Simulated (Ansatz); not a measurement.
Consider the redistribution: `[OH][Zr]([OH])([SH])[SH]` + `[SH][AlH][SH]` → `[OH][Zr]([SH])([SH])[SH]` + `[OH][AlH][SH]`.

Isolated molecules relaxed with PBE0-D4/def2-TZVP in Ansatz; ΔE leaves out vibrations. CBS: MP2 limit from def2 TZ/QZ plus the TZ coupled-cluster correction, frozen cores. This one scheme is used for every species. DFT in def2-TZVPP. B3LYP here is the variant with VWN-RPA as its local correlation; programs differ in this. def2 core potentials past Kr. For Zr outer-core shells are correlated without core-valence functions, which leaves a few kJ/mol of doubt a bond. One conformer a species, not always the lowest.

```tsv
level	ΔE (kJ/mol)
PBE-D4	18.9
BLYP-D4	15.2
r2SCAN0-D4	18.1
BLYP	17.2
B3LYP	18.6
RPA@PBE/def2-TZVPP	13.2
MP2/def2-TZVPP	11.4
MP2/def2-QZVPP	11.9
```

What does CCSD(T)/CBS give? (An estimate is asked.)

Ansatz gave: +17.2 kJ/mol. The listed levels differ from it by 1.7, -2.0, 0.9, 0.0, 1.4, -4.0, -5.8, -5.3 kJ/mol.

What do rigid-rotor, harmonic-oscillator terms from PBE0-D4/def2-TZVP frequencies (298.15 K, 1 bar) make of the CCSD(T)/CBS value? (An estimate is asked.)

Ansatz gave: ΔZPE = +0.4 kJ/mol, ΔH = +17.6 kJ/mol, ΔS = 12 J/(mol·K), ΔG = +13.9 kJ/mol.

Largest T1 diagnostic among the species: 0.018.

Leaving LDA and LC-ωPBE aside and taking each functional with its dispersion term where it has one, the values, not all of them listed here, spread over 10.6 kJ/mol, from BLYP-D4 to ωB97X-V. At CCSD(T), def2-SVP lies +15.5 kJ/mol from the extrapolated value and def2-TZVPP −1.6 kJ/mol.
